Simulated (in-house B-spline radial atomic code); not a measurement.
Whole-atom quantities along the 44-electron series, configuration 1s2 2s2 2p6 3s2 3p6 3d10 4s2 4p6 4d3/2(4) 4d5/2(4). Breit and QED terms are first order and not part of the total energy; the density at the nucleus is averaged over the nuclear charge. Computed with a B-spline radial code for spherical atoms: Dirac-Hartree-Fock, jj configuration that fills j = l - 1/2 first, finite nuclei.

```tsv
ion	Z	E/Z² (Eh)	Σ<r²> (bohr²)	n(0)/Z³ (bohr⁻³)	Lamb diamagnetic shielding (ppm)	repulsion over attraction	Breit energy (eV)	self-energy (eV)	vacuum polarisation (eV)
Rh+	45	-2.3617	36.071	1.2834	4564.14	0.1557	83.053	62.676	-7.4066
Pd2+	46	-2.3835	30.039	1.3169	4703.86	0.15403	89.556	67.702	-8.1264
Ag3+	47	-2.4049	25.898	1.3527	4843.73	0.15222	96.412	73.02	-8.9014
Cd4+	48	-2.4259	22.79	1.388	4983.97	0.15034	103.63	78.64	-9.7343
In5+	49	-2.4465	20.334	1.4273	5124.7	0.14841	111.23	84.575	-10.63
Sn6+	50	-2.4667	18.328	1.467	5266.03	0.14646	119.2	90.837	-11.59
Sb7+	51	-2.4865	16.651	1.5088	5408.01	0.14449	127.58	97.439	-12.62
Te8+	52	-2.5059	15.224	1.5505	5550.72	0.14252	136.35	104.39	-13.723
I9+	53	-2.525	13.995	1.5971	5694.2	0.14056	145.55	111.71	-14.904
Xe10+	54	-2.5438	12.923	1.6442	5838.5	0.13862	155.17	119.42	-16.167
Cs11+	55	-2.5622	11.981	1.6944	5983.67	0.13669	165.24	127.52	-17.518
Ba12+	56	-2.5803	11.146	1.7459	6129.75	0.13478	175.75	136.02	-18.961
La13+	57	-2.5981	10.401	1.8009	6276.78	0.1329	186.73	144.96	-20.502
Ce14+	58	-2.6156	9.7332	1.8581	6424.81	0.13104	198.18	154.34	-22.146
```

Question: With what power of Z does the column «self-energy (eV)» change over this range?

Answer: A fit of the logarithm of its size against log Z from Z = 45 to 58 has slope 3.55. One-loop self-energy scales as Z⁴F(Zα), with F falling from low Z to about Z = 90.
